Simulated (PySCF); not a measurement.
**NdS: energy against distance**

Set-up: Nd x2c-TZVPall, S x2c-TZVPall; spin-free X2C with a Gaussian nucleus (PySCF 2.14). Energies in eV from Nd (4f4 6s2) + S in their ground configurations at the same level. All curves are PBE0. state 1: quintet, about 3.7 electrons in the 4f shell (Mulliken), real f orbitals that mix terms; state 2: Ms = 1 determinant of mixed spin, about 3.2 electrons in the 4f shell (Mulliken), real f orbitals that mix terms, a second solution, started from another occupation; state 3: Ms = 1 determinant of mixed spin, about 3.7 electrons in the 4f shell (Mulliken), real f orbitals that mix terms, a second solution, started from another occupation.

```csv
R (Å),state 1,state 2,state 3
2.030,-3.501,-3.260,-1.749
2.124,-4.191,-3.944,-2.567
2.218,-4.549,-4.274,-3.053
2.289,-4.664,-4.349,-3.248
2.360,-4.694,-4.310,-3.329
2.431,-4.659,-4.186,-3.321
2.525,-4.530,-3.924,-3.203
2.643,-4.272,-3.519,-2.935
2.785,-3.864,-3.128,-2.504
2.974,-3.241,,-1.850
```

Question: Put a parabola through the three lowest points of the state 2 curve and estimate Re, k and ωe (reduced mass 26.09 u; 1 eV/Å² = 0.16022 mdyn/Å; ωe = 1302.8·√(k/μ) cm⁻¹).

Answer: Through R = 2.218, 2.289, 2.36 Å the second-order coefficient is 11.3 eV/Å², so Re ≈ 2.300 Å, k ≈ 3.62 mdyn/Å and ωe ≈ 485 cm⁻¹. A polynomial fit of higher order to the unrounded PBE0 energies gives Re = 2.298 Å, k = 3.50 mdyn/Å, ωe = 477 cm⁻¹; anharmonicity and rounding make the difference.

The higher-order fit for each curve: state 2: Re = 2.298 Å, ωe = 477 cm⁻¹, minimum 4.35 eV below the ground-state fragments; state 3: Re = 2.387 Å, ωe = 412 cm⁻¹, minimum 3.34 eV below the ground-state fragments. State 1 gave no clean fit.

⟨S²⟩ of the unrestricted solution departs from its pure value on part of the curve, where spin states mix. Spin–orbit coupling is left out, which matters for elements this heavy, above all for dissociation energies. With d or f electrons several states lie close, and the lowest PBE0 determinant need not be the measured ground state.
